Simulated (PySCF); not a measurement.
Excitations are Tamm–Dancoff values on a coarser integration grid. The basis has no diffuse functions, so Rydberg states are missing or too high.

Species: CH3B3, SMILES `C12B(B1)B2` (charge 0, multiplicity 1).

Task: Predict the S1 oscillator strength, S1–T1 gap (TDA) and S1 excitation (TDA) from PBE0-D3(BJ)/def2-TZVP (PySCF).

Result: 
```json
{
 "S1 oscillator strength": "0.002",
 "S1–T1 gap (TDA)": "0.62 eV",
 "S1 excitation (TDA)": "4.29 eV"
}
```
